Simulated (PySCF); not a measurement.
C₄H₅FN₂O.
Geometry (PBE0-D3(BJ)/def2-SVP, Å), atoms numbered from 1 in this order:
```xyz
13
C4H5FN2O angstrom
F     -2.8928   -0.3127   -1.6464
C     -1.9316   -0.5046   -0.7324
O     -0.8787    0.3464   -1.0678
C      0.1835    0.2964   -0.2569
C      0.5029   -0.4473    0.8665
C      1.7969    0.0219    1.2071
N      2.2270    0.9559    0.3794
N      1.2319    1.1105   -0.5019
H     -2.3175   -0.2530    0.2738
H     -1.5938   -1.5579   -0.7635
H     -0.0923   -1.2067    1.3657
H      2.4252   -0.2985    2.0379
H      1.3103    1.7742   -1.2615
```

Linear response at CAM-B3LYP/def2-SVPD (PySCF, frozen core in the response, non-relativistic).

Static isotropic polarisability: 64.27 au (9.52 Å³), principal values 44.2, 66.7, 81.9 au.

**Question.** What is the polarisability at 1064 nm and at the sodium D line?

**Answer.** 64.80 au at 1064 nm (+0.8 %), 66.07 au at 589.3 nm (+2.8 %). The rise at 589.3 nm is 3.39 times that at 1064 nm; a pure ω² law gives 3.26. The lowest singlet lies at 190 nm, shorter than both wavelengths.

**Question.** What is the isotropic C6 coefficient between two such molecules, C6 = (3/π)∫α(iω)² dω?

**Answer.** 1849 au (Eh·bohr⁶) by a ten-point quadrature over imaginary frequencies, which is 1100 eV·Å⁶ or 107 J·nm⁶/mol.

**Question.** Which effective excitation energy ω̄ makes London's formula C6 = (3/4)α²ω̄ exact here?

**Answer.** ω̄ = 4·C6/(3α²) = 0.597 Eh = 16.2 eV. A one-pole form α(ω) = α/(1 − ω²/ω̄²) fitted to the 1064 nm value gives 12.9 eV.

**Question.** How many electrons N does the Slater–Kirkwood formula C6 = (3/4)·√N·α^(3/2) need to give this C6?

**Answer.** N = (4·C6/3)²/α³ = 22.9; the species has 60 electrons in all.

**Question.** What n − 1 at the D line would an ideal gas of it have at 273.15 K and 1 atm (2.6868 × 10¹⁹ cm⁻³), by n − 1 = 2π·N·α′?

**Answer.** 16.53 × 10⁻⁴, a formal value whether or not that pressure can be reached.

**Question.** The lowest 6 singlets have (eV, f): 6.53, 0.018; 6.69, 0.167; 7.06, 0.006; 7.12, 0.019; 7.16, 0.010; 7.25, 0.003. What share of the static polarisability do they carry in the sum over states α = Σ f/ω²?

**Answer.** 3.62 au, 5.6 % of α; the largest term, 2.76 au, is that of the state at 6.69 eV. Their oscillator strengths add up to 0.22. Higher states carry the rest.

**Question.** What molar refraction at the D line follows from R = (4π/3)·N_A·α′, with α′ the polarisability volume?

**Answer.** α′ = 9.79 Å³ gives R = 24.70 cm³/mol, for isolated, non-vibrating species.

**Question.** What three-body coefficient follows from the one-pole estimate C9 = (3/4)·α·C6?

**Answer.** 89100 au. This is an estimate from the two numbers above, not a computed integral.

**Question.** How anisotropic is the static polarisability, by Δα² = ½[(α1 − α2)² + (α2 − α3)² + (α3 − α1)²]?

**Answer.** Δα = 32.8 au, or 0.51 of the isotropic value.

Cost: about 1.6 min of CPU time on one thread; the machine was shared, so the figure is rough. This is the whole response run at CAM-B3LYP/def2-SVPD, SCF included.

One conformer stands for the species.
